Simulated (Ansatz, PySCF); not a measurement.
Ge(H)2 cation (GeH2), SMILES [GeH2] (connectivity only; charge and spin as stated), charge +1, multiplicity 2. Atoms are numbered in the order given.

```xyz
3

Ge     0.0000     0.0000     0.0312
H      0.0000     1.3417     0.7955
H      0.0000    -1.3417     0.7955
```
Charge +1, spin multiplicity 2.

Geometry: ωB97X-D3(BJ)/def2-TZVPD. The multiplicity is an assumed one; other spin states were not compared. The isomer is the one that the SMILES or the coordinates give; other isomers of the formula were not compared.

Two levels are set side by side: PBE-D3(BJ)/def2-TZVPD (Ansatz, a first-principles code) and ωB97X-D3(BJ)/def2-TZVPD (PySCF). Each level has its own optimised geometry; the coordinates shown are those of the second. Frequencies come from the Hessian of PySCF at each geometry. Differences are taken from unrounded values.

```
quantity                            ωB97X-D3(BJ)  PBE-D3(BJ)  PBE-D3(BJ) minus ωB97X-D3(BJ)
----------------------------------  ------------  ----------  -----------------------------
mean bond length (Å)                       1.544       1.570                          0.026
bond Ge1–H2 (Å)                            1.544       1.570                          0.026
bond Ge1–H3 (Å)                            1.544       1.570                          0.026
highest harmonic wavenumber (cm⁻¹)          2159        2011                           -148
mean harmonic wavenumber (cm⁻¹)             1692        1571                           -121
zero-point energy (kcal/mol)                7.26        6.74                          -0.52
```

GGA bonds tend to be longer and softer than those of functionals with exact exchange. Differences between two approximate levels are no errors against the true value.
